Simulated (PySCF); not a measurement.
BLYP on Ne⁺ (neon, charge +1), [He] 2s2 2p4 3d1, one real determinant (an excited configuration). All numbers are calculated (PySCF 2.14, no relativity, point nucleus, in aug-cc-pVQZ (6s5p4d3f2g, 80 functions)).

```
cycle= 1 E= -126.721673606198  delta_E= -0.00782  |g|= 0.013  |ddm|= 0.306
cycle= 2 E= -126.721696537647  delta_E= -2.29e-05  |g|= 0.00114  |ddm|= 0.0105
cycle= 3 E= -126.721696661197  delta_E= -1.24e-07  |g|= 9.75e-05  |ddm|= 0.000697
cycle= 4 E= -126.721696662667  delta_E= -1.47e-09  |g|= 4.77e-05  |ddm|= 0.000126
cycle= 5 E= -126.72169666307  delta_E= -4.03e-10  |g|= 4.31e-06  |ddm|= 5.3e-05
converged SCF energy = -126.72169666307  <S^2> = 3.751389  2S+1 = 4.0006944
```

Highest occupied orbital energy: 2.175 eV; ⟨L²⟩ = 8.00; populations by l: s 4.00, p 4.00, d 1.00, f 0.00.

Q: Can this result be used?

A: Not for this state. The run converged. ⟨L²⟩ = 8.00 against 12 for a pure F term, so this real determinant mixes terms. The outer electron is Rydberg-like, and this basis confines it to a smaller radius and binds it less than a complete one would. At BLYP the highest occupied level has a positive energy, so only the finite basis holds that electron; for this excited configuration the basis is too tight for the outer shell.
